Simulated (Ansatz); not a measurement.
Geometry optimisation of Li18.

```yaml
crystal:
  periodic: [false, false, false]
  atoms:
    - {symbol: Li, position_ang: [2.776450, -1.212850, 0.564120]}
    - {symbol: Li, position_ang: [-2.190720, -2.342260, -0.257690]}
    - {symbol: Li, position_ang: [-1.849260, 2.421020, 0.185460]}
    - {symbol: Li, position_ang: [2.738210, 0.797250, -1.456670]}
    - {symbol: Li, position_ang: [-1.463000, -1.532230, 2.202680]}
    - {symbol: Li, position_ang: [1.074610, -2.249700, 2.306920]}
    - {symbol: Li, position_ang: [-1.675230, 1.127610, 2.588900]}
    - {symbol: Li, position_ang: [2.585330, 1.411240, 1.177540]}
    - {symbol: Li, position_ang: [0.353090, 2.746210, 1.776380]}
    - {symbol: Li, position_ang: [0.532520, 0.354000, -2.986620]}
    - {symbol: Li, position_ang: [-3.146840, 0.058210, 0.568310]}
    - {symbol: Li, position_ang: [0.468980, -3.042540, -0.110380]}
    - {symbol: Li, position_ang: [1.017800, 2.739900, -0.817300]}
    - {symbol: Li, position_ang: [1.988890, -1.737160, -1.951970]}
    - {symbol: Li, position_ang: [-2.340450, -0.043300, -1.972980]}
    - {symbol: Li, position_ang: [-1.102610, 2.281440, -2.323600]}
    - {symbol: Li, position_ang: [-0.643980, -2.055890, -2.439690]}
    - {symbol: Li, position_ang: [0.876220, 0.279040, 2.946600]}
basis:
  gaussian: {orbitals: def2-SVP}
hamiltonian: {xc: pbe0}
scf: {lower_state_search: "off"}
output: {orbitals: {seedname: orbitals}}
relax: {f_tol: 0.02, max_steps: 100}
```

```sh
$ ansatz run in.yaml --threads 4 --pin off --events-out ev --progress --plain --max-ram 8704MiB
```

It prints (some lines left out):

```
Functional definition: PBE0
mean field -3669.52102623 eV, -134.8524104233 hartree, gradient 3.1e-6 eV, S^2 0.000000; 0 other end points of the search recorded, 0 dependent functions left out
relax step   1: F+E_penalty+E_count = -3669.52102623 eV  Δ(F+E_penalty+E_count) = +0.000e0 eV  max|allowed force component| = 6.431e-1 eV/Å  Δτ_max = 0.0000 Å  (20 SCF iters, accepted)
mean field -3670.58366604 eV, -134.8914617160 hartree, gradient 5.4e-6 eV, S^2 0.000000; 0 other end points of the search recorded, 0 dependent functions left out
relax step   2: F+E_penalty+E_count = -3670.58366604 eV  Δ(F+E_penalty+E_count) = -1.063e0 eV  max|allowed force component| = 3.998e-1 eV/Å  Δτ_max = 0.1972 Å  (23 SCF iters, accepted)
mean field -3671.26184902 eV, -134.9163844810 hartree, gradient 2.6e-6 eV, S^2 0.000000; 0 other end points of the search recorded, 0 dependent functions left out
relax step   3: F+E_penalty+E_count = -3671.26184902 eV  Δ(F+E_penalty+E_count) = -6.782e-1 eV  max|allowed force component| = 3.280e-1 eV/Å  Δτ_max = 0.2000 Å  (28 SCF iters, accepted)
mean field -3671.74852359 eV, -134.9342694413 hartree, gradient 2.3e-6 eV, S^2 0.000000; 0 other end points of the search recorded, 0 dependent functions left out
relax step   4: F+E_penalty+E_count = -3671.74852359 eV  Δ(F+E_penalty+E_count) = -4.867e-1 eV  max|allowed force component| = 2.085e-1 eV/Å  Δτ_max = 0.1906 Å  (26 SCF iters, accepted)
mean field -3672.02945129 eV, -134.9445933440 hartree, gradient 1.0e-6 eV, S^2 0.000000; 0 other end points of the search recorded, 0 dependent functions left out
relax step   5: F+E_penalty+E_count = -3672.02945129 eV  Δ(F+E_penalty+E_count) = -2.809e-1 eV  max|allowed force component| = 7.933e-2 eV/Å  Δτ_max = 0.1954 Å  (31 SCF iters, accepted)
mean field -3672.16639405 eV, -134.9496258975 hartree, gradient 1.1e-6 eV, S^2 0.000000; 0 other end points of the search recorded, 0 dependent functions left out
relax step   6: F+E_penalty+E_count = -3672.16639405 eV  Δ(F+E_penalty+E_count) = -1.369e-1 eV  max|allowed force component| = 7.934e-2 eV/Å  Δτ_max = 0.1958 Å  (33 SCF iters, accepted)
mean field -3672.29344844 eV, -134.9542950604 hartree, gradient 2.8e-6 eV, S^2 0.000000; 0 other end points of the search recorded, 0 dependent functions left out
relax step   7: F+E_penalty+E_count = -3672.29344844 eV  Δ(F+E_penalty+E_count) = -1.271e-1 eV  max|allowed force component| = 7.759e-2 eV/Å  Δτ_max = 0.1959 Å  (33 SCF iters, accepted)
mean field -3672.42471283 eV, -134.9591189376 hartree, gradient 2.3e-6 eV, S^2 0.000000; 0 other end points of the search recorded, 0 dependent functions left out
relax step   8: F+E_penalty+E_count = -3672.42471283 eV  Δ(F+E_penalty+E_count) = -1.313e-1 eV  max|allowed force component| = 7.192e-2 eV/Å  Δτ_max = 0.1923 Å  (35 SCF iters, accepted)
mean field -3672.53442116 eV, -134.9631506442 hartree, gradient 1.8e-6 eV, S^2 0.000000; 0 other end points of the search recorded, 0 dependent functions left out
relax step   9: F+E_penalty+E_count = -3672.53442116 eV  Δ(F+E_penalty+E_count) = -1.097e-1 eV  max|allowed force component| = 5.314e-2 eV/Å  Δτ_max = 0.1942 Å  (34 SCF iters, accepted)
mean field -3672.61009569 eV, -134.9659316320 hartree, gradient 1.9e-6 eV, S^2 0.000000; 0 other end points of the search recorded, 0 dependent functions left out
relax step  10: F+E_penalty+E_count = -3672.61009569 eV  Δ(F+E_penalty+E_count) = -7.567e-2 eV  max|allowed force component| = 3.476e-2 eV/Å  Δτ_max = 0.1966 Å  (32 SCF iters, accepted)
mean field -3672.61642046 eV, -134.9661640630 hartree, gradient 2.2e-6 eV, S^2 0.000000; 0 other end points of the search recorded, 0 dependent functions left out
relax step  11: F+E_penalty+E_count = -3672.61642046 eV  Δ(F+E_penalty+E_count) = -6.325e-3 eV  max|allowed force component| = 8.037e-2 eV/Å  Δτ_max = 0.2000 Å  (30 SCF iters, accepted)
mean field -3672.61651968 eV, -134.9661677094 hartree, gradient 9.9e-6 eV, S^2 0.000000; 0 other end points of the search recorded, 0 dependent functions left out
relax step  12: F+E_penalty+E_count = -3672.61651968 eV  Δ(F+E_penalty+E_count) = -9.922e-5 eV  max|allowed force component| = 6.920e-2 eV/Å  Δτ_max = 0.1243 Å  (26 SCF iters, accepted)
mean field -3672.62795589 eV, -134.9665879822 hartree, gradient 3.1e-6 eV, S^2 0.000000; 0 other end points of the search recorded, 0 dependent functions left out
relax step  13: F+E_penalty+E_count = -3672.62795589 eV  Δ(F+E_penalty+E_count) = -1.144e-2 eV  max|allowed force component| = 7.470e-2 eV/Å  Δτ_max = 0.2000 Å  (31 SCF iters, accepted)
mean field -3672.67244882 eV, -134.9682230675 hartree, gradient 2.7e-6 eV, S^2 0.000000; 0 other end points of the search recorded, 0 dependent functions left out
relax step  14: F+E_penalty+E_count = -3672.67244882 eV  Δ(F+E_penalty+E_count) = -4.449e-2 eV  max|allowed force component| = 6.584e-2 eV/Å  Δτ_max = 0.1330 Å  (30 SCF iters, accepted)
mean field -3672.75038491 eV, -134.9710871657 hartree, gradient 2.6e-6 eV, S^2 0.000000; 0 other end points of the search recorded, 0 dependent functions left out
relax step  15: F+E_penalty+E_count = -3672.75038491 eV  Δ(F+E_penalty+E_count) = -7.794e-2 eV  max|allowed force component| = 1.134e-1 eV/Å  Δτ_max = 0.1973 Å  (31 SCF iters, accepted)
mean field -3672.86913566 eV, -134.9754511756 hartree, gradient 3.0e-6 eV, S^2 0.000000; 0 other end points of the search recorded, 0 dependent functions left out
relax step  16: F+E_penalty+E_count = -3672.86913566 eV  Δ(F+E_penalty+E_count) = -1.188e-1 eV  max|allowed force component| = 1.486e-1 eV/Å  Δτ_max = 0.1957 Å  (31 SCF iters, accepted)
mean field -3673.01227925 eV, -134.9807116054 hartree, gradient 1.9e-6 eV, S^2 0.000000; 0 other end points of the search recorded, 0 dependent functions left out
relax step  17: F+E_penalty+E_count = -3673.01227925 eV  Δ(F+E_penalty+E_count) = -1.431e-1 eV  max|allowed force component| = 1.337e-1 eV/Å  Δτ_max = 0.1953 Å  (32 SCF iters, accepted)
mean field -3673.14724657 eV, -134.9856715629 hartree, gradient 1.5e-6 eV, S^2 0.000000; 0 other end points of the search recorded, 0 dependent functions left out
relax step  18: F+E_penalty+E_count = -3673.14724657 eV  Δ(F+E_penalty+E_count) = -1.350e-1 eV  max|allowed force component| = 1.057e-1 eV/Å  Δτ_max = 0.1905 Å  (32 SCF iters, accepted)
mean field -3673.25979097 eV, -134.9898074931 hartree, gradient 2.1e-6 eV, S^2 0.000000; 0 other end points of the search recorded, 0 dependent functions left out
relax step  19: F+E_penalty+E_count = -3673.25979097 eV  Δ(F+E_penalty+E_count) = -1.125e-1 eV  max|allowed force component| = 8.363e-2 eV/Å  Δτ_max = 0.1950 Å  (30 SCF iters, accepted)
mean field -3673.34691398 eV, -134.9930092049 hartree, gradient 8.1e-6 eV, S^2 0.000000; 0 other end points of the search recorded, 0 dependent functions left out
[...]
mean field -3673.61235018 eV, -135.0027638052 hartree, gradient 1.1e-6 eV, S^2 0.000000; 0 other end points of the search recorded, 0 dependent functions left out
relax step  27: F+E_penalty+E_count = -3673.61235018 eV  Δ(F+E_penalty+E_count) = -4.851e-2 eV  max|allowed force component| = 7.171e-2 eV/Å  Δτ_max = 0.1950 Å  (28 SCF iters, accepted)
mean field -3673.65292582 eV, -135.0042549323 hartree, gradient 2.6e-6 eV, S^2 0.000000; 0 other end points of the search recorded, 0 dependent functions left out
relax step  28: F+E_penalty+E_count = -3673.65292582 eV  Δ(F+E_penalty+E_count) = -4.058e-2 eV  max|allowed force component| = 5.934e-2 eV/Å  Δτ_max = 0.1923 Å  (27 SCF iters, accepted)
mean field -3673.66744338 eV, -135.0047884429 hartree, gradient 7.9e-6 eV, S^2 0.000000; 0 other end points of the search recorded, 0 dependent functions left out
relax step  29: F+E_penalty+E_count = -3673.66744338 eV  Δ(F+E_penalty+E_count) = -1.452e-2 eV  max|allowed force component| = 3.825e-2 eV/Å  Δτ_max = 0.2000 Å  (24 SCF iters, accepted)
mean field -3673.67201106 eV, -135.0049563020 hartree, gradient 4.9e-6 eV, S^2 0.000000; 0 other end points of the search recorded, 0 dependent functions left out
relax step  30: F+E_penalty+E_count = -3673.67201106 eV  Δ(F+E_penalty+E_count) = -4.568e-3 eV  max|allowed force component| = 2.398e-2 eV/Å  Δτ_max = 0.1617 Å  (25 SCF iters, accepted)
mean field -3673.67385131 eV, -135.0050239302 hartree, gradient 5.4e-6 eV, S^2 0.000000; 0 other end points of the search recorded, 0 dependent functions left out
relax step  31: F+E_penalty+E_count = -3673.67385131 eV  Δ(F+E_penalty+E_count) = -1.840e-3 eV  max|allowed force component| = 2.396e-2 eV/Å  Δτ_max = 0.0912 Å  (26 SCF iters, accepted)
mean field -3673.67645187 eV, -135.0051194988 hartree, gradient 5.3e-6 eV, S^2 0.000000; 0 other end points of the search recorded, 0 dependent functions left out
relax step  32: F+E_penalty+E_count = -3673.67645187 eV  Δ(F+E_penalty+E_count) = -2.601e-3 eV  max|allowed force component| = 1.334e-2 eV/Å  Δτ_max = 0.0763 Å  (26 SCF iters, accepted)
mean field -3673.68344185 eV, -135.0053763758 hartree, gradient 7.6e-6 eV, S^2 0.000000; 0 other end points of the search recorded, 0 dependent functions left out
relax step  33: F+E_penalty+E_count = -3673.68344185 eV  Δ(F+E_penalty+E_count) = -6.990e-3 eV  max|allowed force component| = 3.764e-2 eV/Å  Δτ_max = 0.1502 Å  (25 SCF iters, accepted)
mean field -3673.69553991 eV, -135.0058209715 hartree, gradient 2.3e-6 eV, S^2 0.000000; 0 other end points of the search recorded, 0 dependent functions left out
relax step  34: F+E_penalty+E_count = -3673.69553991 eV  Δ(F+E_penalty+E_count) = -1.210e-2 eV  max|allowed force component| = 5.255e-2 eV/Å  Δτ_max = 0.1951 Å  (28 SCF iters, accepted)
mean field -3673.71315039 eV, -135.0064681448 hartree, gradient 2.7e-6 eV, S^2 0.000000; 0 other end points of the search recorded, 0 dependent functions left out
relax step  35: F+E_penalty+E_count = -3673.71315039 eV  Δ(F+E_penalty+E_count) = -1.761e-2 eV  max|allowed force component| = 2.848e-2 eV/Å  Δτ_max = 0.1947 Å  (29 SCF iters, accepted)
mean field -3673.72196802 eV, -135.0067921865 hartree, gradient 7.4e-6 eV, S^2 0.000000; 0 other end points of the search recorded, 0 dependent functions left out
relax step  36: F+E_penalty+E_count = -3673.72196802 eV  Δ(F+E_penalty+E_count) = -8.818e-3 eV  max|allowed force component| = 2.618e-2 eV/Å  Δτ_max = 0.1758 Å  (26 SCF iters, accepted)
mean field -3673.72459710 eV, -135.0068888033 hartree, gradient 5.8e-6 eV, S^2 0.000000; 0 other end points of the search recorded, 0 dependent functions left out
relax step  37: F+E_penalty+E_count = -3673.72459710 eV  Δ(F+E_penalty+E_count) = -2.629e-3 eV  max|allowed force component| = 2.714e-2 eV/Å  Δτ_max = 0.0884 Å  (26 SCF iters, accepted)
mean field -3673.72579952 eV, -135.0069329915 hartree, gradient 6.4e-6 eV, S^2 0.000000; 0 other end points of the search recorded, 0 dependent functions left out
relax step  38: F+E_penalty+E_count = -3673.72579952 eV  Δ(F+E_penalty+E_count) = -1.202e-3 eV  max|allowed force component| = 1.557e-2 eV/Å  Δτ_max = 0.0746 Å  (26 SCF iters, accepted)
mean field -3673.72626090 eV, -135.0069499470 hartree, gradient 1.5e-6 eV, S^2 0.000000; 0 other end points of the search recorded, 0 dependent functions left out
relax step  39: F+E_penalty+E_count = -3673.72626090 eV  Δ(F+E_penalty+E_count) = -4.614e-4 eV  max|allowed force component| = 1.303e-2 eV/Å  Δτ_max = 0.0604 Å  (23 SCF iters, accepted)
Total energy: -3673.72631373 eV, -135.0069518883 hartree
Atom 0 at     1.457605     0.464601    -0.229988 Å, force    -0.013029    -0.006158    -0.000621 eV/Å
Atom 1 at    -0.308849    -4.084162     0.114514 Å, force    -0.001386    -0.000265     0.000525 eV/Å
Atom 2 at    -1.116794     0.685941     0.822013 Å, force     0.003611    -0.005349    -0.008898 eV/Å
Atom 3 at     3.219889     1.130454    -2.133563 Å, force     0.003666    -0.001027     0.000304 eV/Å
Atom 4 at    -2.601223    -1.783747     1.038367 Å, force    -0.001571     0.001331     0.000539 eV/Å
Atom 5 at     0.620159    -1.563279     1.849448 Å, force     0.001651    -0.001962    -0.002083 eV/Å
Atom 6 at    -1.911920     0.645728     3.377179 Å, force    -0.001000     0.000026    -0.000302 eV/Å
Atom 7 at     3.784679     0.141970     1.043692 Å, force     0.000201     0.003739     0.000725 eV/Å
Atom 8 at    -1.009344     3.293223     1.517033 Å, force    -0.003189     0.001094     0.000812 eV/Å
Atom 9 at     0.514106    -0.367532    -3.040373 Å, force     0.004451     0.000012    -0.003287 eV/Å
Atom 10 at    -3.586190     1.709992     0.651737 Å, force    -0.001881    -0.001478     0.000056 eV/Å
Atom 11 at    -0.446500    -1.528343    -0.760731 Å, force     0.000705     0.011961     0.005270 eV/Å
Atom 12 at     2.244649     3.011167     0.189149 Å, force     0.006518     0.001258    -0.000660 eV/Å
Atom 13 at     2.269751    -2.212526    -0.978570 Å, force     0.003778     0.001965     0.001559 eV/Å
Atom 14 at    -2.540398    -0.119448    -1.799323 Å, force    -0.001555    -0.002718     0.002261 eV/Å
Atom 15 at    -0.383389     2.248370    -1.412230 Å, force    -0.001770    -0.002426     0.003371 eV/Å
Atom 16 at    -1.366601    -3.001080    -2.811584 Å, force    -0.004185     0.000439    -0.001010 eV/Å
Atom 17 at     1.160381     1.328662     2.563240 Å, force     0.004983    -0.000442     0.001438 eV/Å
Dipole moment:     0.001626    -0.096218     0.028062 e Å
Checks for a lower state left out: stability, starts, cluster_reference, orbital_swaps, neighbouring_geometries, increment
```

Hardware: 4 threads of Intel Xeon 6975P-C on a shared host. Wall time 2.3 min, peak host memory 0.66 GiB.

The restricted singlet is unstable towards broken spin symmetry in Hartree–Fock (as tested in another run); at PBE0/def2-SVP this wasn't settled. The structure comes from a short search, and lower isomers may exist.
